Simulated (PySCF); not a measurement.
Sc(2+) (scandium, charge +2) across methods

[Ar] 4s1, 2S determinant (an excited configuration). Calculation: PySCF 2.14, in x2c-QZVPPall with one added diffuse shell each of s, p, d, f, g type (12s8p6d4f3g, 121 functions); scalar relativity by spin-free X2C-1e.

```csv
method,E (hartree),mean ε 3p α (eV),mean ε 3p β (eV),mean ε 4s α (eV),Σ⟨r²⟩ (bohr²),⟨S²⟩
BHandHLYP,-763.370,-59.869,-59.711,-19.923,22.49,0.750
UHF,-762.54101,-64.006,-63.815,-20.958,22.92,0.750
M06,-763.336,-57.406,-57.279,-19.115,22.25,0.751
PBE0,-763.168,-57.509,-57.306,-19.208,22.49,0.750
PBE,-763.125,-54.917,-54.706,-18.471,22.44,0.750
r2SCAN,-763.308,-55.792,-55.638,-18.552,22.58,0.750
LDA,-761.360,-54.925,-54.745,-18.687,22.32,0.750
```

Estimate the same row for wB97M-V.

E (hartree) = -763.305; mean ε 3p α (eV) = -59.951; mean ε 3p β (eV) = -59.787; mean ε 4s α (eV) = -21.099; Σ⟨r²⟩ (bohr²) = 22.64; ⟨S²⟩ = 0.750.
